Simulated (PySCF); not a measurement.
# Ionisation energy of Sm(45+) by level of theory

Sm(45+) [Ne] 3s2 3p5 (2P) → Sm(46+) [Ne] 3s2 3p4 (3P), as a difference of total energies. Computed with PySCF 2.14 in an uncontracted even-tempered set (16 s from 9.2 bohr⁻², ratio 2.5; 10 p from 12 bohr⁻², ratio 2.5; 4 d from 52 bohr⁻², ratio 2.7; 4 f from 77 bohr⁻², ratio 2.7), with no relativity, point nucleus. Correlated levels: outer shells: 1s2 frozen; virtual orbitals above 40 to 60 times the deepest correlated orbital energy dropped. The calculations carry no spin-orbit coupling.

```csv
method,ionisation energy (eV)
UHF,3727.5
MP2 (outer shells),3728.4
SCS-MP2 (outer shells),3728.3
CCSD (outer shells),3728.3
CCSD(T) (outer shells),3728.3
```

Spin-orbit coupling is strong in these open shells (close to jj coupling). The scalar numbers leave it out and a first-order estimate fails, so it can dominate the gap to the real levels.

The gap to the reference is mostly relativistic.

For comparison: 3766 ± 4 eV (theoretical estimate listed by NIST; NIST Atomic Spectra Database, ionization energies).
